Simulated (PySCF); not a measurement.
AlO, SMILES [O]=[Al], multiplicity 2.

The structure is a stationary point at B3LYP-D3(BJ)/def2-TZVPD.

Computed with M06-2X/def2-TZVPD run with PySCF.

**Question.** Estimate the frontier levels, dipole moment and polarisability. (The exact figures need the calculation; the answer reports its results.)

**Answer.** 
```json
{
  "α spin, highest occupied and lowest empty level": "-8.85 and -0.75 eV",
  "β spin, highest occupied and lowest empty level": "-9.17 and -3.60 eV",
  "dipole_moment": "5.01 D",
  "mean_static_polarisability": "44.9 bohr³ (6.66 Å³)",
  "polarisability_principal_values": "38.6, 38.6, 57.6 bohr³",
  "⟨S²⟩": "0.764 (pure state 0.75)"
}
```
